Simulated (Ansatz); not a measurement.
Gas-phase electronic energies from Ansatz, PBE0-D4/def2-TZVP geometries. CBS: MP2 limit from def2 TZ/QZ plus the TZ coupled-cluster correction, frozen cores. Functionals use def2-TZVPP. For Ge outer-core shells are correlated without core-valence functions, which leaves a few kJ/mol of doubt a bond. Scalar relativity is left out up to krypton. Each species was taken in one conformer, which may not be the lowest.

Consider the redistribution: `BO[SiH2]C#C` + `[CH3][GeH2][CH2]N` → `C#C[SiH2]CN` + `B[O][GeH2][CH3]`.

CCSD(T)/CBS gives +41.8 kJ/mol.

(1) Another level gave +35.6 kJ/mol. Which?
A. PBE-D4/def2-TZVPP
B. B2PLYP/def2-TZVPP
C. HF/def2-TZVPP
D. r2SCAN-D4/def2-TZVPP

Largest T1 diagnostic among the species: 0.014.

Answers

(1) D. r2SCAN-D4 35.6, B2PLYP 39.7, HF/def2-TZVPP 45.8, PBE-D4 30.5 kJ/mol.

In def2-TZVPP, CCSD(T) changes the Hartree–Fock value by −6.7 kJ/mol (the triples alone add −2.2 kJ/mol) and MP2 by −5.3 kJ/mol. From PBE to PBE0 (25 % exact exchange), in def2-TZVPP and without D4, ΔE moves by +3.8 kJ/mol.
